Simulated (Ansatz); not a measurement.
Coupled-cluster diagnostics for K₄H₄, Ansatz.

Geometry of the singlet (r2SCAN-D4/def2-SVP):

```xyz
8

K    -0.471   -3.440    0.925
K    -1.723    0.514   -0.199
K     0.492    3.534   -1.055
K     1.802    0.110    0.092
H     0.312    1.224   -1.965
H    -2.276   -1.826    0.430
H     1.707   -2.280    0.771
H     0.156    2.164    1.001
```

Correlated methods freeze 20 core orbitals; core or outer-core shells of K are correlated, in sets that lack core-valence functions. Another isomer (singlet) lies 0.84 eV lower at PBE0-D4/def2-TZVP; other spin states weren't run for this one.

(1) Estimate the CCSD(T) correlation energy, the shares of MP2 and (T), T1 and the reference's ⟨S²⟩ for: charge 0, singlet, own geometry in def2-TZVPP; and the rough time on 4 threads of Arm Neoverse V2 on a shared host.

## Answers

(1) 
```json
{"state": "charge 0, singlet, own geometry", "basis": "def2-TZVPP", "correlation (eV)": "-22.434", "MP2 share (%)": "89.7", "(T) share (%)": "1.2", "T1": "0.008", "⟨S²⟩ (pure)": "0.00 (0.00)", "wall time": "67 s"}
```
Customary marks for T1 are 0.02 (closed shells), 0.045 (open shells) and about 0.05 (3d metals). T1 stays under 0.02 throughout.
